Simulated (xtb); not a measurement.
Si(OMe)2 (C2H6O2Si), SMILES CO[Si]OC (connectivity only; charge and spin as stated), neutral, multiplicity 1. All values are semi-empirical tight-binding results from xtb (GFN2-xTB unless named), good for trends rather than for accurate numbers. Coordinates come from a GFN2-xTB optimisation. Other conformers were not sampled.

Optimised geometry:

Bonds (Å): Si1–O2 1.651, Si1–O7 1.613, O2–C3 1.385, C3–H4 1.094, C3–H5 1.092, C3–H6 1.094, O7–C8 1.400, C8–H9 1.093, C8–H10 1.093, C8–H11 1.091. Angles (°): O2–Si1–O7 101.2, Si1–O2–C3 130.5, O2–C3–H4 110.9, O2–C3–H5 108.3, O2–C3–H6 111.1, H4–C3–H5 109.0, H4–C3–H6 108.5, H5–C3–H6 109.0, Si1–O7–C8 135.2, O7–C8–H9 108.8, O7–C8–H10 108.8, O7–C8–H11 111.2, H9–C8–H10 109.1, H9–C8–H11 109.4, H10–C8–H11 109.4.

The geometry has at least one imaginary mode, so it is a saddle point at that level.

Computed properties:
| Property | Result |
|---|---|
| orbital gap | 3.71 eV |
| dipole moment | 1.92 D |
| static polarisability (D4 model) | 68.9 bohr³ |
| solvation energy, GFN2-xTB/ALPB(water) | 0.3 kcal/mol |
| solvation energy, GFN2-xTB/ALPB(acetonitrile) | -2.5 kcal/mol |

**Question.** Give the atomic charges and the Wiberg bond orders between heavy atoms. (The exact figures need the calculation; the answer reports its results.)

**Answer.** charges (e) Si1 0.46, O2 -0.37, C3 0.05, H4 0.02, H5 0.04, H6 0.02, O7 -0.37, C8 0.05, H9 0.03, H10 0.03, H11 0.04. Bond orders Si1–O2 1.18, O2–C3 1.01, Si1–O7 1.23, O7–C8 0.98.
